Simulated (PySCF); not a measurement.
Run record: geometry optimisation, `C[As](C)C`.

Computed with PBE0-D3(BJ)/def2-SVP geometry optimisation, gas phase (PySCF 2.14.0). Start geometry: GFN2-xTB. The input is one job of a driver script: a line of settings, then coordinates in Å.

Input:
```
{"job": {"xc": "PBE0", "basis": "def2-SVP", "d3": "d3bj", "grid": 1, "maxiter": 30, "shake": 0.01, "kind": "geom"}, "charge": 0, "multiplicity": 1}
C     -0.401800     1.593040     0.395340
As    -0.215960    -0.216940     1.097660
C      1.573610    -0.529960     0.351810
C     -1.171210    -1.121150    -0.346700
H     -0.166210     1.649200    -0.676470
H      0.217570     2.314560     0.931020
H     -1.442090     1.951100     0.511160
H      1.648390    -0.248590    -0.697930
H      1.862760    -1.572540     0.478800
H      2.328780     0.060150     0.912430
H     -0.871030    -0.788950    -1.311520
H     -1.058610    -2.200470    -0.269880
H     -2.298370    -0.906340    -0.264650
```

**Question.** What does the run print?

**Answer.** 
```
step   0  E = -2354.83362656  max force = 0.044427
step   1  E = -2354.83608633  max force = 0.006959
step   2  E = -2354.83705001  max force = 0.003454
step   3  E = -2354.83729321  max force = 0.000954
step   4  E = -2354.83731138  max force = 0.000375
step   5  E = -2354.83732979  max force = 0.000381
step   6  E = -2354.83734318  max force = 0.000684
step   7  E = -2354.83735366  max force = 0.000529
step   8  E = -2354.83735588  max force = 0.000164
optimisation converged
```

Energies in Eh; «max force» is the largest Cartesian gradient component in Eh/bohr.

**Question.** Give the first gradient maximum in eV/Å.

**Answer.** With 1 Eh/bohr = 51.422 eV/Å, 2.285 eV/Å.

**Question.** How much energy does the optimisation release, in eV?

**Answer.** E(step 0) − E(last step) = 0.003729 Eh, which is 0.101 eV.

Main results: final energy -2354.83736 Eh after 8 steps; dipole 1.03 D.

**Question.** Where do the atoms end?

**Answer.** 0.026 Å rms from the input after alignment:
```
atom  x, y, z in Å
C1    -0.2075    1.6485    0.4409
As2   -0.1415   -0.2057    1.0897
C3     1.5430   -0.7071    0.2085
C4    -1.3540   -0.9733   -0.2542
H5    -0.0402    1.7043   -0.6457
H6     0.5620    2.2433    0.9548
H7    -1.1895    2.0844    0.6769
H8     1.5415   -0.4267   -0.8560
H9     1.6920   -1.7936    0.2946
H10    2.3832   -0.2061    0.7115
H11   -1.0772   -0.6629   -1.2735
H12   -1.3221   -2.0710   -0.1906
H13   -2.3838   -0.6479   -0.0452
```

On 4 threads, Intel Xeon Platinum 8259CL at 2.50 GHz (x86_64), no GPU, shared host with 96 logical CPUs at a one-minute load of 50, this took 41 s wall, 3.6 min CPU and 0.58 GiB of memory at its peak.
Labels such as C1 count atoms from 1, the log's own numbers from 0.
